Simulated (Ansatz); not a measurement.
Consider the cleavage of the Si–Si bond: `CN[SiH](N)[SiH3]` + H–F → `CN[SiH](N)F` + SiH₄.

Isolated molecules relaxed with PBE0-D4/def2-TZVP in Ansatz; ΔE leaves out vibrations. CCSD(T)/CBS is the MP2 limit (def2-TZVPP, def2-QZVPP) plus CCSD(T) − MP2 in def2-TZVPP, frozen cores. This one scheme is used for every species. Functionals use def2-TZVPP. B3LYP here is the variant with VWN-RPA as its local correlation; programs differ in this. Each species was taken in one conformer, which may not be the lowest.

```json
{"level": "PBE-D4", "ΔE (kJ/mol)": "-152.2", "difference from CCSD(T)/CBS": "23.0"}
{"level": "r2SCAN-D4", "ΔE (kJ/mol)": "-176.7", "difference from CCSD(T)/CBS": "-1.5"}
{"level": "PBE0-D4", "ΔE (kJ/mol)": "-159.5", "difference from CCSD(T)/CBS": "15.7"}
{"level": "B3LYP-D4", "ΔE (kJ/mol)": "-177.0", "difference from CCSD(T)/CBS": "-1.8"}
{"level": "ωB97X-V", "ΔE (kJ/mol)": "-179.0", "difference from CCSD(T)/CBS": "-3.8"}
{"level": "ωB97M-V", "ΔE (kJ/mol)": "-184.1", "difference from CCSD(T)/CBS": "-8.9"}
{"level": "B2PLYP", "ΔE (kJ/mol)": "-187.0", "difference from CCSD(T)/CBS": "-11.8"}
{"level": "PBE", "ΔE (kJ/mol)": "-158.5", "difference from CCSD(T)/CBS": "16.7"}
{"level": "r2SCAN", "ΔE (kJ/mol)": "-178.7", "difference from CCSD(T)/CBS": "-3.5"}
{"level": "PBE0", "ΔE (kJ/mol)": "-165.3", "difference from CCSD(T)/CBS": "9.9"}
{"level": "B3LYP", "ΔE (kJ/mol)": "-186.8", "difference from CCSD(T)/CBS": "-11.6"}
{"level": "HF/def2-TZVPP", "ΔE (kJ/mol)": "-211.5", "difference from CCSD(T)/CBS": "-36.3"}
{"level": "MP2/def2-TZVPP", "ΔE (kJ/mol)": "-181.1", "difference from CCSD(T)/CBS": "-5.9"}
{"level": "SCS-MP2/def2-TZVPP", "ΔE (kJ/mol)": "-187.7", "difference from CCSD(T)/CBS": "-12.5"}
{"level": "CCSD/def2-TZVPP", "ΔE (kJ/mol)": "-182.3", "difference from CCSD(T)/CBS": "-7.1"}
{"level": "CCSD(T)/def2-TZVPP", "ΔE (kJ/mol)": "-177.4", "difference from CCSD(T)/CBS": "-2.2"}
{"level": "HF/def2-QZVPP", "ΔE (kJ/mol)": "-213.5", "difference from CCSD(T)/CBS": "-38.3"}
{"level": "MP2/def2-QZVPP", "ΔE (kJ/mol)": "-180.5", "difference from CCSD(T)/CBS": "-5.3"}
{"level": "SCS-MP2/def2-QZVPP", "ΔE (kJ/mol)": "-187.0", "difference from CCSD(T)/CBS": "-11.8"}
{"level": "HF/CBS(def2)", "ΔE (kJ/mol)": "-213.8", "difference from CCSD(T)/CBS": "-38.6"}
{"level": "MP2/CBS(def2)", "ΔE (kJ/mol)": "-178.8", "difference from CCSD(T)/CBS": "-3.6"}
{"level": "CCSD/CBS(def2)", "ΔE (kJ/mol)": "-180.1", "difference from CCSD(T)/CBS": "-4.9"}
{"level": "CCSD(T)/CBS", "ΔE (kJ/mol)": "-175.2", "difference from CCSD(T)/CBS": "0"}
```

Largest T1 diagnostic among the species: 0.011.

In def2-TZVPP, CCSD(T) changes the Hartree–Fock value by +34.1 kJ/mol (the triples alone add +4.9 kJ/mol) and MP2 by +30.4 kJ/mol. From PBE to PBE0 (25 % exact exchange), in def2-TZVPP and without D4, ΔE moves by −6.9 kJ/mol.
